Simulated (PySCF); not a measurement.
## Nd³⁰⁺: ionisation energy

Nd³⁰⁺ [Ar] 3d10 4s2 → Nd³¹⁺ [Ar] 3d10 4s1 [4s1/2^1, M_J = 1/2], as a difference of total energies. All numbers are calculated (PySCF 2.14, the two-component X2C-1e Hamiltonian, in an even-tempered Gaussian basis (17 s from 2.8 bohr⁻², ratio 2.8; 13 p from 3.6 bohr⁻², ratio 2.8; 8 d from 6.4 bohr⁻², ratio 2.8; 4 f from 16 bohr⁻², ratio 3)). Correlated levels: [Ne] frozen; the 74 highest virtual spinors dropped. "Screened" scales the spin-orbit matrix elements by Boettger's factors to mimic the two-electron term; Breit and QED terms are absent.

| method | ionisation energy (eV) |
| --- | --- |
| GHF (spin-free) | 1184.0 |
| GMP2 (spin-free) | 1186.6 |
| GHF (screened spin-orbit) | 1183.9 |
| GMP2 (screened spin-orbit) | 1186.5 |

Task: How much does correlation contribute at GMP2 (screened spin-orbit)?

Result: 1186.5 − (1183.9) = 2.6 eV, measured against GHF (screened spin-orbit).

Breit and QED terms and the two-electron picture change are absent.

For comparison: 1191 ± 4 eV (theoretical estimate listed by NIST; NIST Atomic Spectra Database, ionization energies).
